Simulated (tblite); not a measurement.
Tetrahydropyran-2-methanol, C6H12O2.
Structure used (GFN2-xTB), in Å, numbered top down from 1:
```xyz
20
C6H12O2 angstrom
O      2.6292    0.8310    0.4786
C      2.1983    0.2253   -0.7094
C      0.6962   -0.0829   -0.6683
C      0.3543   -1.0746    0.4467
C     -1.1592   -1.2406    0.5561
C     -1.8033    0.1329    0.7294
C     -1.3518    1.0427   -0.4124
O      0.0505    1.1644   -0.4628
H      2.0157    1.5565    0.6543
H      2.7701   -0.6980   -0.8207
H      2.4018    0.8788   -1.5699
H      0.3819   -0.4986   -1.6413
H      0.7566   -0.6880    1.3850
H      0.8346   -2.0305    0.2353
H     -1.5408   -1.7077   -0.3559
H     -1.4083   -1.8891    1.3977
H     -2.8913    0.0565    0.7284
H     -1.4859    0.5693    1.6786
H     -1.7304    2.0591   -0.2820
H     -1.7231    0.6448   -1.3705
```

Method: GFN2-xTB as coded in tblite; computed harmonic values from a numerical Hessian at the method's own geometry, unscaled. Against measured fundamentals such values can be off by several per cent, at times by over 20. One conformer, not necessarily the lowest.

Harmonic wavenumbers (cm⁻¹): 97.5, 108.8, 241.8, 253.0, 288.7, 348.2, 421.4, 448.3, 451.3, 559.0, 650.1, 838.3, 863.5, 897.4, 911.1, 941.0, 966.1, 993.7, 1016.4, 1074.3, 1087.4, 1114.0, 1120.8, 1137.6, 1161.7, 1171.4, 1214.6, 1232.9, 1245.8, 1279.4, 1310.0, 1317.4, 1326.4, 1341.1, 1343.1, 1348.9, 1357.9, 1465.4, 1466.8, 1472.3, 1478.0, 1494.8, 2826.4, 2851.4, 2880.1, 2960.6, 2973.6, 2983.7, 2985.1, 2987.9, 2993.2, 2995.8, 2999.0, 3512.0.

A = 3697, B = 1521, C = 1284 MHz; mass 116.084 u (most abundant isotopes); point group C1, symmetry number 1.

Zero-point energy?

½Σν̃ = 38403 cm⁻¹ = 109.80 kcal/mol.

What is S at 298.15 K and 1 bar for an ideal gas of classical rigid rotors and harmonic oscillators?

Translation 40.19, rotation 28.19, vibration 18.12: S = 86.5 cal/(mol K).

And Cp and H(298.15 K) − H(0)?

Cp = 32.46 cal/(mol K), of which vibrations give 24.51 (their classical limit is 54 R = 107.3); H(298.15 K) − H(0) = 5.56 kcal/mol without the zero-point energy, 3.19 from vibrations.

Blend soft modes into free rotors: weight 1/[1 + (100 cm⁻¹/ν̃)⁴] for the oscillator and the rest for a rotor with moment μB/(μ + B), μ = h/(8π²ν), B = 10⁻⁴⁴ kg m². What vibrational entropy results?

17.60 cal/(mol K) in place of 18.12, which changes −T·S at 298.15 K by +0.15 kcal/mol.

Which modes carry the vibrational entropy at 298.15 K?

97.5 cm⁻¹: 3.50; 108.8 cm⁻¹: 3.29; 241.8 cm⁻¹: 1.79; 253.0 cm⁻¹: 1.71; 288.7 cm⁻¹: 1.48; 348.2 cm⁻¹: 1.17 cal/(mol K); the other 48 give 5.17 together.

What must be added to the electronic energy to get the Gibbs energy at 298.15 K and 1 bar?

ZPE + [H(298.15 K) − H(0)] − T·S = 109.80 + 5.56 − 25.79 = 89.57 kcal/mol.

Hindered rotation and anharmonicity are outside this model. Other conformers, if any are populated, would add a mixing term that is left out. The structure is chiral; the term R ln 2 for an equal mix with its mirror image is left out.
